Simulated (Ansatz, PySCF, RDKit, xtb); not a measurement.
Noncovalent pair: H2O (SMILES O) (first 3 atoms) with CH2O2 (SMILES O=CO); geometry from B3LYP-D3(BJ)/def2-TZVP.
(charge 0, multiplicity 1):
```xyz
8

O      0.68715     0.14478     0.20756
H      0.35834    -0.31763    -0.57006
H     -0.07471     0.59904     0.61144
O     -0.90497     0.69445     2.43326
C     -0.25132    -0.04032     3.13804
O      0.78768    -0.76478     2.75243
H     -0.45822    -0.18844     4.20526
H      0.94296    -0.60523     1.78444
```

Interaction energies are E(AB) − E(A) − E(B) at the monomers' geometry in the complex; basis-set methods are counterpoise corrected. Rows marked so take none.

Frozen-core correlation. Rows in 6-31G* carry no dispersion term and start afresh at each structure (6-31G* with six Cartesian d functions).

Codes used: Ansatz (a program for electronic structure) with Gaussian orbitals; PySCF for 6-31G* rows; RDKit for the force fields; xtb for the GFN methods. Values without a source in brackets are computed.

One of these levels gives -8.32 kcal/mol for the interaction energy. Name it.
A) MMFF94
B) B3LYP/6-31G* (no counterpoise)
C) GFN1-xTB
D) SCS-MP2/aug-cc-pVDZ

D, SCS-MP2/aug-cc-pVDZ. The others give -10.20 (MMFF94), -11.46 (GFN1-xTB), -15.53 (B3LYP/6-31G* (no counterpoise))
